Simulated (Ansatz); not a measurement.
System: MgH (charge 0, doublet). SMILES: [MgH]
Coordinates optimised at B3LYP-D3(BJ)/def2-TZVP (Ansatz, a program for electronic structure):
```xyz
2

Mg     0.0000     0.0000    -0.1341
H      0.0000     0.0000     1.6090
```
Charge 0, spin multiplicity 2.

Wanted: atomisation energy (electronic, to ground-state atoms), in kJ/mol. Valence correlation only, unless marked. UHF or UKS for open shells. No spin-orbit coupling. No relativistic terms. FCI takes restricted orbitals. The coupled-cluster limit lacks core correlation, which all-electron functionals hold. Basis-set limits of correlation are two-point, X^-3; Hartree-Fock from the larger set.

| level | program | atomisation energy (kJ/mol) |
|---|---|---|
| BLYP-D4/def2-TZVPD | Ansatz + dftd4 | 141.8 |
| BHLYP-D4/def2-TZVPD | Ansatz + dftd4 | 140.5 |

Question: What does CCSD(T)/CBS(def2-TZVPPD,def2-QZVPPD) (Ansatz) give?

Answer: 137.4 kJ/mol
